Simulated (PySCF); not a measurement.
Excitations are Tamm–Dancoff values on a coarser integration grid. The basis has no diffuse functions, so Rydberg states are missing or too high.

Cartesian coordinates (Å):
SMILES: N/C=N/CO
```xyz
11

N      2.1844    -0.0459    -0.0003
C      0.8688    -0.0633    -0.3553
N     -0.0575     0.3553     0.4087
C     -1.3972     0.3263    -0.1142
O     -2.2072    -0.5709     0.6258
H      2.8224    -0.6446    -0.4950
H      2.3879     0.1309     0.9716
H      0.6897    -0.4290    -1.3770
H     -1.8106     1.3444    -0.0643
H     -1.4482    -0.0228    -1.1568
H     -2.0324    -0.3802     1.5566
```
Charge 0, multiplicity 1.

Q: What HOMO, T1 excitation (TDA) and HOMO–LUMO gap does r2SCAN-D4/def2-TZVP run with PySCF give?

A: 
The HOMO is -5.98 eV. The T1 excitation (TDA) comes out as 4.64 eV and the HOMO–LUMO gap is 5.71 eV.
